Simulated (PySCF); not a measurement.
**Unknown compound**

An unknown has the formula C₅H₁₂O₂Si. Its calculated NMR data are:

1H NMR (300 MHz, computed): δ 6.62 (m, 1H), 5.64 (m, 1H), 4.97 (d, 1H), 3.88 (s, 6H), 1.95 (d, 3H).

13C{1H} NMR (computed): δ 155.6 (CH), 128.3 (CH), 51.7 (CH3), 26.5 (CH3).

Calculated, not measured (PySCF): NMR shieldings at PBE0/pcSseg-1/GIAO, GFN2-xTB structure. Non-relativistic Hamiltonian, a single conformation, rapidly exchanging positions averaged, in vacuum.

Shifts are taken against calculated references (same method and geometry level): 1H (σ = 31.72 ppm), 13C (σ = 186.93 ppm) against TMS.

Which of these isomers gave the spectra?
A. CO[C@@H]1[C@H]([SiH3])[C@@H]1OC
B. CCO[SiH2]/C=C/OC
C. CC(C)C(=O)C[SiH2]O
D. CC(C)CC(=O)O[SiH3]
E. C/C=C/[SiH](OC)OC
F. CO[C@H]1C[Si@H](OC)C1

Answers

E. 

1. The formula gives 1 degree of unsaturation (no ring in the answer).
2. 4 carbon signals for 5 carbons: some carbons are equivalent by symmetry or fast rotation.
3. Carbon types of the structure: 2 × CH, 3 × CH3, leaving 1 H on heteroatoms.
4. δC 155.6, 128.3: alkene CH; the olefinic region.
5. δC 51.7: methyl carbon bonded to O; deshielded by the electronegative neighbour.
6. δC 26.5: allylic methyl carbon; saturated and bonded to C and H only.
7. δH 6.62, 5.64: hydrogen on an alkene CH; attached to an sp2 carbon and in the plane of the double bond.
8. δH 1.95: hydrogen on an allylic methyl carbon; allylic position.

The others: CCO[SiH2]/C=C/OC would give 5 carbon signals, not 4; CC(C)CC(=O)O[SiH3] would give 4 signals for carbon-bound and other non-exchanging H, not 5; CO[C@@H]1[C@H]([SiH3])[C@@H]1OC would give 3 carbon signals, not 4; CO[C@H]1C[Si@H](OC)C1 would give 6 signals for carbon-bound and other non-exchanging H, not 5; CC(C)C(=O)C[SiH2]O would give 4 signals for carbon-bound and other non-exchanging H, not 5.

Shifts are as computed. Against solution values, carbons near 30 ppm lie about +3 ppm off and those near 130 ppm about +5 ppm. Of 1309 compounds with measured shifts, 239 miss one by over three times the rms of a fit or turn the order of signals round; such compounds aren't used in these exercises. Multiplicities follow the n + 1 count of equivalent neighbours, as no J values were calculated; m marks all less simple cases, F and P coupling included.
